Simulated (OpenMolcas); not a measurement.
Ta4+: moving the ligands

Ta4+ with 6 ligands (fluoride) in tetragonal octahedral coordination (D4h) at 1.99 Å, the axial distance 2.010 Å. A charge of +0.333 e stands 2.8 Å behind each ligand. Ligand basis ANO-RCC-VDZP.

```
Program             : OpenMolcas 26.06
Method              : CASSCF
Basis               : ANO-RCC-VTZP [8s7p5d3f2g1h]
Scalar Hamiltonian  : DKH2, point nucleus
Active space        : 1 electron in 5 orbitals (5d)
State averaging     : 2S+1 = 2 even, 5 roots
Spin-orbit coupling : RASSI with atomic mean-field integrals over the reference wave functions
```

Runs around this geometry, states (labels of D4, the rotations of D4h). Energies in cm-1 above the lowest state or level, χT in cm3 K/mol.

```csv
R (Å),Axial / equatorial distance,Ground state,First state of that spin,First gap with spin-orbit (degeneracies),χT at 300 K
1.99,1.01,2E,2B2 392.1,"258.0 (2, 2)",0.044
2.09,1.01,2E,2B2 326.8,"220.4 (2, 2)",0.047
1.99,1.111,2E,2B2 3326,"1585 (2, 2)",0.044
```

Taking the first state of the same spin as R^-n, n = -ln(326.8 / 392.1) / ln(2.09 / 1.99) = 3.7 between the shortest and longest distance.

An orbital doublet at a regular site is open to a Jahn-Teller distortion, which this geometry leaves out. With metal d orbitals alone the field can be off either way by tens of per cent. Ligand-to-metal charge-transfer states are missing. The least metal-like active orbital is 77 % on the metal (Löwdin) and no ligand orbital is active, so the numbers are rough (holds for R = 1.99, ratio = 1.01; R = 1.99, ratio = 1.111). The least metal-like active orbital is 80 % on the metal (Löwdin) and no ligand orbital is active, so the numbers are rough (holds for R = 2.09, ratio = 1.01). No measured value stands beside these numbers; the geometry was imposed, not optimised, and the real ion may take another.
